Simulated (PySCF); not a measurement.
diindium oxide (In2O), SMILES [In][O][In] (connectivity only; charge and spin as stated), neutral, multiplicity 1.

The structure is a stationary point at B3LYP-D3(BJ)/def2-TZVP. The def2 effective core potentials stand for the cores of In; spin–orbit coupling is left out.

Two levels are set side by side: PBE/def2-TZVPD (PySCF) and PBE0/def2-TZVPD (PySCF). Same geometry, gas phase. Differences are taken from unrounded values.

| quantity | PBE0 | PBE | PBE minus PBE0 |
|---|---|---|---|
| orbital gap (eV) | 4.77 | 3.24 | -1.53 |
| highest occupied level (eV) | -5.88 | -5.01 | 0.86 |
| lowest empty level (eV) | -1.11 | -1.77 | -0.67 |
| mean polarisability (bohr³) | 102.7 | 106.3 | 3.7 |

PBE's occupied levels lie high since its potential decays too fast outside the molecule; exact exchange lowers them and widens the gap. PBE's more diffuse valence density responds more strongly to a field. Differences between two approximate levels are no errors against the true value.

Rough cost on one machine, each run with all the roots and properties that it gave: PBE0 against PBE within a factor of 2.
